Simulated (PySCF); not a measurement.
**GeOCl2, singlet: computed properties**

Method: PySCF, PBE0, basis Ge def2-TZVP, O def2-TZVP, Cl def2-TZVP (no relativity, density fitting).

The structure is a minimum.

```json
{
 "Point group": "C2v",
 "Bond lengths": "Ge–Cl 2.110 Å (×2), Ge–O 1.623 Å",
 "Bond angles": "Cl–Ge–Cl 106.9°, Cl–Ge–O 126.6° (×2)",
 "Heat capacity Cp at 298.15 K": "69.6 J/(mol K)",
 "Entropy at 298.15 K and 1 bar": "317.3 J/(mol K)",
 "Principal polarisabilities": "35.3, 58.8, 64.1 bohr³",
 "Dipole moment": "2.72 D",
 "Lowest empty level": "-2.76 eV",
 "Rotational constants": "0.1311, 0.08397, 0.05118 cm⁻¹",
 "Highest occupied level": "-8.81 eV",
 "Atomisation energy without zero-point energy": "1138 kJ/mol",
 "Zero-point energy": "14.6 kJ/mol",
 "Principal quadrupole moments (Buckingham, traceless) about the centre of mass": "-9.59, 3.33, 6.26 D Å",
 "Rotational symmetry number": "2",
 "Enthalpy at 298.15 K above 0 K": "16.04 kJ/mol"
}
```

Harmonic modes (masses in u: Ge 73.921, O 15.995, Cl 34.969):
```csv
symmetry,ω (cm⁻¹),IR (km/mol),type
a1,157,2.4,bend
b1,183,22.6,bend
b2,210,38.4,bend
a1,433,19.6,stretch
b2,459,110,stretch
a1,1005,67.0,stretch
```

In C2v the vibrations span 3a1 + b1 + 2b2. Here b1 is antisymmetric to the molecular plane and b2 lies in it.

Charges (e):
| atom | Mulliken | Löwdin | polar tensor | Mayer order to Ge1 |
| --- | --- | --- | --- | --- |
| Ge1 | 0.88 | -0.08 | 1.58 | – |
| O2 | -0.48 | -0.30 | -0.68 | 2.02 |
| Cl3,4 | -0.20 | 0.19 | -0.45 | 1.10 |

Mulliken populations on Ge1: s 7.06, p 13.54, d 10.42, f 0.09.

Outer orbital energies (eV). occupied: -12.46, -11.47, -11.28, -10.46, -10.30, -10.14, -9.15, -8.81; empty: -2.76, -2.18, 1.53, 1.89.

Counting electrons, germanium keeps none of its valence electrons outside its bonds, so the VSEPR class is AX3 and the expected shape is trigonal planar; with unlike ligands the computed point group is C2v.

This need not be the most stable arrangement of these atoms.

The final relaxation and frequency run took 74 s on 4 threads of a shared Arm Neoverse N1 host, with 153 basis functions and 12 gradients; the process peaked at 1.6 GiB. Launch command: `OMP_NUM_THREADS=4 python axn.py task.json out`.
